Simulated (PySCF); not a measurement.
The vertical singlet excitations below were computed for one of the candidates. Level of theory: TDDFT CAM-B3LYP/def2-SVPD, vertical, gas phase, core orbitals frozen in the response in PySCF. Geometries: GFN2-xTB, one conformer each.

```csv
state,E (eV),f,"main configurations (H = HOMO, L = LUMO)"
S1,6.58,0.0002,"H-1→L+1 (30%), H-2→L+1 (14%), H-1→L+2 (10%)"
S2,6.86,0.0017,"H→L+1 (23%), H-1→L+2 (16%), H-1→L+4 (13%)"
S3,6.94,0.0017,"H→L+4 (18%), H→L+2 (17%), H-1→L+4 (9%)"
S4,7.45,0.039,H→L (83%)
S5,7.64,0.023,"H-1→L (59%), H-2→L (13%)"
S6,7.77,0.026,"H-2→L (56%), H-1→L (13%)"
S7,7.79,0.0032,"H→L+1 (41%), H-2→L+1 (21%)"
S8,8.13,0.011,"H→L+2 (34%), H-2→L+2 (17%), H→L+1 (10%)"
```

Orbital energies (eV): HOMO-3 -10.24, HOMO-2 -9.57, HOMO-1 -9.52, HOMO -9.23, LUMO 1.04, LUMO+1 1.38, LUMO+2 1.73.

Problem. Which structure fits? All have the formula C5H10OSi.
A. `C#CCC[Si@@H](O)C`
B. `C=C(O[SiH3])C1CC1`
C. `C[SiH](C)/C=C\C=O`

Solution. A. Its S1, at 6.58 eV, is the highest among the candidates; the nearest of the others has S1 at 6.18 eV. S1 is HOMO-1→LUMO+1 (30%), HOMO-2→LUMO+1 (14%), HOMO-1→LUMO+2 (10%). Löwdin shares by element: HOMO carbon 46% or more, oxygen 14% (atoms not listed hold the other 40%); LUMO carbon 32% or more, silicon 12% (atoms not listed hold the other 55%). At the same level the other candidates give, for their lowest levels:
- `C=C(O[SiH3])C1CC1`: 6.18 eV (f 0.012); 6.50 eV (f 0.188); 6.82 eV (f 0.017); 7.11 eV (f 0.000); 7.18 eV (f 0.013); T1 4.21 eV; HOMO -7.89, LUMO 1.18 eV
- `C[SiH](C)/C=C\C=O`: 3.71 eV (f 0.000); 5.23 eV (f 0.002); 5.44 eV (f 0.150); 5.86 eV (f 0.033); 6.33 eV (f 0.046); T1 3.24 eV; HOMO -9.01, LUMO -1.18 eV

Shape of the structure used: `[CH:1]#[C:2][CH2:3][CH2:4][Si@H:5]([CH3:6])[OH:7]`: C2–C3–C4–Si5 61°, C3–C4–Si5–C6 57°, H–O7–Si5–C4 39°.
Triplets come from the Tamm–Dancoff approximation.
